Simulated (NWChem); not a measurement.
# C$_{2}$H$_{3}$Br; SMILES C=CBr

```xyz
6

C     -0.3372     2.0960     0.0000
C      0.5120     1.0745     0.0000
Br    -0.0249    -0.7268     0.0000
H     -1.4207     1.9568     0.0000
H      0.0534     3.1174     0.0000
H      1.5982     1.1913     0.0000
```
Atoms are numbered in this order, from 1.

Results from NWChem. Geometry optimised at PBE0/def2-SVP; all other runs use it. This build's default masses of Se (78.918 u) and Br (79.917 u) are each other's, which moves their modes by up to 0.6 %.

| quantity | level | value |
|---|---|---|
| dipole in solution (D) in water | PBE0/def2-SVP, SMD | ___ |
| −ε(HOMO) (eV) | B3LYP/def2-SVP | ___ |
| anisotropy (bohr³), static | B3LYP/def2-SVPD | 28.1 |
| vertical, lowest excitation, singlet (eV) | B3LYP/def2-SVPD, TDA | 5.81 |
| dipole (D) | PBE0/def2-SVP | ___ |
| highest harmonic frequency (cm⁻¹) | PBE0/def2-SVP | 3282 |

Question: Fill in the missing entries.

Answer: 
- dipole in solution (D) in water, value: 1.78
- −ε(HOMO) (eV), value: 7.02
- dipole (D), value: 1.34
